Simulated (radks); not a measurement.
The numbers below are computed, except where a source is named.
Q: Radial electron density D(r) = 4 pi r^2 rho(r) of an atom or ion with 41 electrons. Code: a radial shooting solver on a logarithmic mesh with Libxc functionals. Model: Dirac Kohn-Sham, PBE, spin-unpolarised, spherical densities, finite nucleus; Fermi nuclear charge, rms radius of each element as measured or else 0.836 A^(1/3) + 0.57 fm.

```
   r/bohr * D(r) (the largest magnitude, 75.8, reaches the edge; | marks zero)
 0.001802 |  *
 0.002048 |  *
 0.002327 |   *
 0.002645 |    *
  0.00303 |     *
 0.003444 |      *
 0.003914 |        *
 0.004449 |          *
 0.005056 |            *
 0.005747 |               *
 0.006584 |                  *
 0.007483 |                     *
 0.008505 |                        *
 0.009666 |                            *
  0.01099 |                               *
  0.01259 |                                   *
  0.01431 |                                      *
  0.01626 |                                        *
  0.01848 |                                          *
    0.021 |                                           *
  0.02406 |                                           *
  0.02735 |                                          *
  0.03108 |                                        *
  0.03533 |                                      *
  0.04015 |                                     *
    0.046 |                                     *
  0.05228 |                                       *
  0.05942 |                                          *
  0.06753 |                                              *
  0.07676 |                                                  *
  0.08724 |                                                     *
  0.09995 |                                                      *
   0.1136 |                                                    *
   0.1291 |                                               *
   0.1467 |                                         *
   0.1668 |                                     *
   0.1911 |                                    *
   0.2172 |                                     *
   0.2468 |                                         *
   0.2805 |                                           *
   0.3188 |                                          *
   0.3653 |                                    *
   0.4151 |                            *
   0.4718 |                    *
   0.5363 |              *
   0.6095 |           *
   0.6983 |           *
   0.7936 |            *
    0.902 |           *
    1.025 |          *
    1.165 |       *
    1.324 |    *
    1.517 |  *
    1.724 | *
     1.96 |*
    2.228 *
    2.532 *
      2.9 *
    3.297 *
    3.747 *
```

What is the nuclear charge?

A: Z = 47. The innermost maximum, from 1s, lies near gamma/Z bohr with gamma = sqrt(1 - (Z/c)^2) = 0.939, here 0.02 bohr (found: 0.0219), and its height grows with Z. The density is that of the silver ion Ag6+ in [Kr] 4d(3/2: 4, 5/2: 1); the configuration itself is not fixed sharply by these data, and Z only to a few units. D(r) has 4 maxima, at r = 0.0219, 0.0960, 0.290, 0.826 bohr, and minima at 0.0435, 0.188, 0.655 bohr, inside which lie 2.05, 11.15, 29.11 electrons.
